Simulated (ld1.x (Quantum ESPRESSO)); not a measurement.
**Building the TM potential for selenium (Wu–Cohen, scalar-relativistic).**

Input for ld1.x (Quantum ESPRESSO) 7.5:

```
&input
   title='Se', zed=34., rel=1, dft='WC', iswitch=3,
   config='[Ar] 3d10 4s2 4p4',
   nld=3, rlderiv=1.90, eminld=-6.0, emaxld=5.0, deld=0.02
 /
 &inputp
   pseudotype=2, tm=.true., lloc=-1, rcloc=0.75,
   nlcc=.true., new_core_ps=.true., rcore=0.50,
   file_pseudopw='Se.UPF', file_wfcaegen='ae.wfc', file_wfcncgen='nc.wfc', file_beta='beta', file_chi='chi'
 /
3
4S  1  0   2.00   0.00  1.30  1.30  0.0
4P  2  1   4.00   0.00  1.75  1.75  0.0
3D  3  2  10.00   0.00  0.85  0.85  0.0
 &test
   configts(1)='3d10 4s2 4p4'
 /
```

Command:

```bash
ld1.x < Se.in > Se.out
```

Resulting log (shortened: banner, matrices, multipoles, cross overlaps and the repeated all-electron block are left out):

```
Program LD1 v.7.5
     --------------------------- All-electron run ----------------------------

     Se
     scalar relativistic calculation

     atomic number is 34.00
     dft =WC   lsd =0 sic =0 latt =0  beta=0.20 tr2=1.0E-14
     Exchange-correlation= WC
                           (   1   4  11   4   0   0   0)
     mesh =1211 r(mesh) =  99.34906 a.u. xmin = -7.00 dx = 0.01250
     1 Ry =  13.60569312 eV, c = 137.03599908

     n l     nl                  e(Ry)          e(Ha)          e(eV)
     1 0     1S 1( 2.00)      -918.9076      -459.4538    -12502.3742
     2 0     2S 1( 2.00)      -118.0900       -59.0450     -1606.6963
     2 1     2P 1( 6.00)      -103.9053       -51.9526     -1413.7031
     3 0     3S 1( 2.00)       -15.6693        -7.8347      -213.1919
     3 1     3P 1( 6.00)       -11.2333        -5.6167      -152.8374
     3 2     3D 1(10.00)        -3.9041        -1.9520       -53.1176
     4 0     4S 1( 2.00)        -1.2725        -0.6363       -17.3137
     4 1     4P 1( 4.00)        -0.4785        -0.2392        -6.5097

     final scf error:  8.9E-15 reached in  40 iterations

     Etot =   -4858.906968 Ry,   -2429.453484 Ha,  -66108.797119 eV

     Ekin =    4958.105064 Ry,    2479.052532 Ha,   67458.455976 eV
     Encl =  -11715.294905 Ry,   -5857.647452 Ha, -159394.707321 eV
     Eh   =    2072.857432 Ry,    1036.428716 Ha,   28202.662110 eV
     Exc  =    -174.574560 Ry,     -87.287280 Ha,   -2375.207885 eV

     normalization and overlap integrals

     s(1S/1S) =  1.000000  <r> =   0.0441  <r2> =    0.0026  r(max) =   0.0287
     s(2S/2S) =  1.000000  <r> =   0.1960  <r2> =    0.0453  r(max) =   0.1651
     s(2P/2P) =  1.000000  <r> =   0.1711  <r2> =    0.0359  r(max) =   0.1318
     s(3S/3S) =  1.000000  <r> =   0.5744  <r2> =    0.3799  r(max) =   0.5021
     s(3P/3P) =  1.000000  <r> =   0.5898  <r2> =    0.4082  r(max) =   0.5021
     s(3D/3D) =  1.000000  <r> =   0.6309  <r2> =    0.4984  r(max) =   0.4544
     s(4S/4S) =  1.000000  <r> =   1.7928  <r2> =    3.6975  r(max) =   1.5085
     s(4P/4P) =  1.000000  <r> =   2.2931  <r2> =    6.2200  r(max) =   1.7970

     ------------------------ End of All-electron run ------------------------

     --------------------- Generating NC pseudopotential ---------------------

      Generating local potential from pseudized AE potential:
      Matching radius rcloc =   0.7500

      Local pseudo, rcloc= 0.759 Estimated cut-off energy=    42.48 Ry

      Computing core charge for nlcc:

       r > 0.50 : true rho core
      Core charge pseudized with two Bessel functions
      Integrated core pseudo-charge :   9.21

      Wfc   4S  rcut= 1.315  Using Troullier-Martins method

      Wfc   4P  rcut= 1.731  Using Troullier-Martins method

      Wfc   3D  rcut= 0.860  Using Troullier-Martins method

     ------------------- End of pseudopotential generation -------------------

     Computing logarithmic derivative in   1.90106
     Computing logarithmic derivative in   1.90106
     Computing the partial wave expansion
     R is outside the sphere for l=    0 j= 0.00
     R is outside the sphere for l=    1 j= 0.00
     R is outside the sphere for l=    2 j= 0.00

     ---------------------- Testing the pseudopotential ----------------------

     Se
     scalar relativistic calculation

     atomic number is 34.00   valence charge is 16.00
     dft =WC   lsd =0 sic =0 latt =0  beta=0.20 tr2=1.0E-14
     mesh =1211 r(mesh) =  99.34906 xmin = -7.00 dx = 0.01250

     n l     nl             e AE (Ry)        e PS (Ry)    De AE-PS (Ry)
     3 2     3D   1(10.00)       -3.90407       -3.90414        0.00007
     1 0     4S   1( 2.00)       -1.27254       -1.27254        0.00000
     2 1     4P   1( 4.00)       -0.47845       -0.47845        0.00000

     eps = 3.9E-16  iter =  6

     Etot =   -4858.906968 Ry,   -2429.453484 Ha,  -66108.797119 eV
     Etotps =  -285.831237 Ry,    -142.915618 Ha,   -3888.932094 eV

     Ekin =     332.613048 Ry,     166.306524 Ha,    4525.431053 eV
     Encl =    -685.743158 Ry,    -342.871579 Ha,   -9330.010973 eV
     Ehrt =     223.702848 Ry,     111.851424 Ha,    3043.632299 eV
     Ecxc =     -62.410925 Ry,     -31.205463 Ha,    -849.143898 eV
     (Ecc =     -23.512354 Ry,     -11.756177 Ha,    -319.901872 eV)
     Epseu=     -93.993049 Ry,     -46.996524 Ha,   -1278.840575 eV

     ---------------------- End of pseudopotential test ----------------------
```

Note: ghost states, extra bound levels that the all-electron valence spectrum of the same l lacks: s at -277.2 eV, p at -27.2 eV. A true bound ghost makes a file unfit for plane-wave use.

Generation and configuration tests took about 2.3 s on one core of a shared server CPU.
